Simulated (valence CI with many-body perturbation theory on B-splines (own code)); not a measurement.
**E1 line list for Ce+**

Computed by valence CI with perturbative core correlation (CI+MBPT): three valence electrons over a frozen Dirac-Fock core [Xe], a basis of 7 s, 7 p, 7 d, 7 f, 4 g, 2 h functions for each j, with the one-electron correlation potential Σ1 (screened to all orders), the two-electron term Σ2, the three-electron term Σ3, Breit, model QED; selected single and double excitations, second order for the rest, scaled by the run's own slope (own B-spline code, finite nucleus).

Against 89 measured levels this calculation errs by 839 cm⁻¹ on average and by 1676 at most. These come from a selection out of the NIST Handbook of Basic Atomic Spectroscopic Data. Levels without a partner in it may be off by more, other configurations by several thousand cm⁻¹. 1 measured level below the end of the list, from 5119 cm⁻¹ on, found no clear computed partner.

Lines 301 to 350 of 457 in falling wavelength, among levels below 2.514 eV, chosen from the strongest by gf and those to the six lowest levels. Wavelengths and rates use the calculated energies, so an error of 800 cm⁻¹ moves a line at 8898 Å by 7.1 % and its rate by three times that or more. Electric multipoles are in the length gauge, E1 and E2 with the static RPA response of the core. Weak lines are less certain than strong ones. Lines between different terms over intervals too small for the method are left out, as are lines whose strength nearly cancels and 74 of this kind that miss the measured wavelength by over 7 %. Where a level lies close to another of its J and parity, the split of strength between their lines is uncertain. The highest levels of a list are the least certain. Branching is blank where the lifetime is uncertain.

Names give the largest LS component (configuration and term), which can be under half, so a name can repeat, a term be missing and a line seem to break the LS rules; names also repeat where a configuration has a term twice. Letters in brackets count levels of one name in rising energy.

```
λ vac (Å)               Upper                 Lower   A (s⁻¹)  log gf  Branch %
     8898      4f2 5d 2K_15/2   4f 5d2 2I°_13/2 [a]  3.14e+05   -1.22          
     8896   4f2 5d 4F_3/2 [b]  4f 5d 6s 2D°_3/2 [a]  8.63e+04   -2.39          
     8896  4f 5d2 2G°_7/2 [b]         4f2 6s 2H_9/2  5.77e+04   -2.26      19.8
     8884   4f2 5d 2D_5/2 [b]        4f 5d2 4P°_5/2  1.32e+05   -2.03      11.7
     8879   4f2 5d 2H_9/2 [b]  4f 5d 6s 2G°_7/2 [a]  2.66e+04   -2.50          
     8829   4f2 5d 2F_7/2 [b]    4f 5d2 4G°_9/2 [a]  1.01e+05   -2.02          
     8812       4f2 5d 4D_7/2      4f 5d 6s 4F°_9/2  1.53e+05   -1.85       9.4
     8810   4f2 5d 4H_7/2 [b]    4f 5d2 2F°_5/2 [a]  5.40e+04   -2.30       4.2
     8798   4f2 5d 4P_1/2 [b]        4f 5d2 2S°_1/2  2.33e+05   -2.27      22.8
     8744   4f2 5d 2H_9/2 [b]  4f 5d 6s 2G°_9/2 [a]  2.92e+04   -2.48          
     8738  4f2 5d 4G_11/2 [b]    4f 5d2 2G°_9/2 [b]  4.18e+04   -2.24          
     8717       4f2 6s 2G_9/2    4f 5d2 2G°_9/2 [a]  2.43e+04   -2.56          
     8707    4f 5d 6s 2H°_9/2         4f2 6s 4H_9/2  5.48e+04   -2.21      35.1
     8671  4f 5d2 2G°_9/2 [e]        4f2 6s 4H_11/2  4.58e+04   -2.29      20.6
     8655   4f2 5d 4F_5/2 [b]    4f 5d2 4D°_7/2 [a]  9.19e+04   -2.21          
     8640   4f2 5d 2D_3/2 [a]        4f 5d2 4D°_3/2  2.28e+05   -1.99          
     8640   4f2 5d 4G_9/2 [b]      4f 5d 6s 4F°_7/2  5.96e+04   -2.18          
     8623   4f2 5d 2D_5/2 [a]    4f 5d2 4G°_5/2 [a]  6.63e+04   -2.35          
     8616  4f2 5d 4G_11/2 [b]      4f 5d 6s 4F°_9/2  1.31e+05   -1.76          
     8600   4f2 5d 4F_9/2 [b]    4f 5d2 4F°_9/2 [a]  7.48e+04   -2.08          
     8592       4f2 6s 2G_7/2    4f 5d2 2G°_9/2 [a]  9.06e+03   -3.10          
     8587       4f2 5d 4D_1/2    4f 5d2 2P°_1/2 [b]  2.03e+05   -2.35      14.7
     8560   4f2 5d 2G_7/2 [a]  4f 5d 6s 2G°_9/2 [a]  9.54e+04   -2.08          
     8554   4f2 5d 4G_7/2 [b]  4f 5d 6s 2G°_9/2 [b]  4.27e+04   -2.43          
     8511   4f2 5d 4F_3/2 [a]    4f 5d2 2P°_1/2 [a]  9.60e+03   -3.38          
     8482   4f2 5d 2F_7/2 [a]        4f 5d2 4I°_9/2  9.23e+03   -3.10          
     8481   4f2 5d 4F_9/2 [a]    4f 5d2 2F°_7/2 [a]  1.46e+05   -1.80          
     8480  4f2 5d 4H_13/2 [b]       4f 5d2 4I°_15/2  1.73e+05   -1.58      11.4
     8469   4f2 5d 4D_3/2 [b]  4f 5d 6s 2D°_3/2 [a]  1.31e+05   -2.25      10.9
     8429   4f2 5d 4G_7/2 [b]      4f 5d 6s 4F°_5/2  1.16e+05   -2.00          
     8403   4f2 5d 2H_9/2 [b]        4f 5d2 4H°_9/2  1.81e+04   -2.72          
     8380       4f2 5d 4D_7/2    4f 5d2 4G°_5/2 [b]  8.21e+04   -2.16       5.1
     8372   4f2 5d 4G_5/2 [b]      4f 5d 6s 4F°_3/2  9.59e+04   -2.22          
     8341   4f2 5d 4P_1/2 [a]    4f 5d2 2P°_1/2 [a]  7.68e+05   -1.80      75.5
     8340   4f2 5d 2G_7/2 [c]    4f 5d2 2H°_9/2 [a]  3.13e+05   -1.58       6.0
     8319   4f2 5d 2F_5/2 [a]    4f 5d2 4H°_7/2 [a]  3.06e+04   -2.72          
     8239   4f2 5d 2F_7/2 [b]      4f 5d 6s 4F°_9/2  1.01e+05   -2.08          
     8233   4f2 5d 2G_7/2 [a]        4f 5d2 4H°_9/2  6.32e+03   -3.29          
     8227  4f2 5d 4H_11/2 [b]       4f 5d2 4H°_13/2  1.22e+05   -1.83       7.9
     8225       4f2 5d 4D_5/2      4f 5d 6s 4F°_7/2  2.31e+05   -1.85      14.5
     8201   4f2 5d 2F_5/2 [b]        4f 5d2 4D°_3/2  5.28e+04   -2.50          
     8194   4f2 5d 4G_7/2 [c]  4f 5d 6s 2G°_9/2 [b]  5.15e+04   -2.38          
     8193   4f2 5d 2G_7/2 [b]      4f 5d 6s 4F°_7/2  5.38e+04   -2.36          
     8162   4f2 5d 2F_7/2 [a]    4f 5d2 2G°_9/2 [a]  7.16e+04   -2.24          
     8139   4f2 5d 2G_7/2 [c]      4f 5d 6s 4G°_9/2  2.02e+05   -1.79       3.8
     8119   4f2 5d 4H_9/2 [b]  4f 5d 6s 2G°_7/2 [a]  3.72e+04   -2.44       2.4
     8116       4f2 5d 4D_5/2    4f 5d2 4D°_5/2 [a]  9.47e+04   -2.25       5.9
     8113       4f2 5d 4P_3/2    4f 5d2 2P°_1/2 [a]  6.54e+04   -2.59          
     8097   4f2 5d 2D_5/2 [b]      4f 5d 6s 2D°_5/2  2.72e+05   -1.80      24.1
     8085   4f2 5d 2G_7/2 [b]    4f 5d2 4D°_5/2 [a]  5.98e+04   -2.33
```
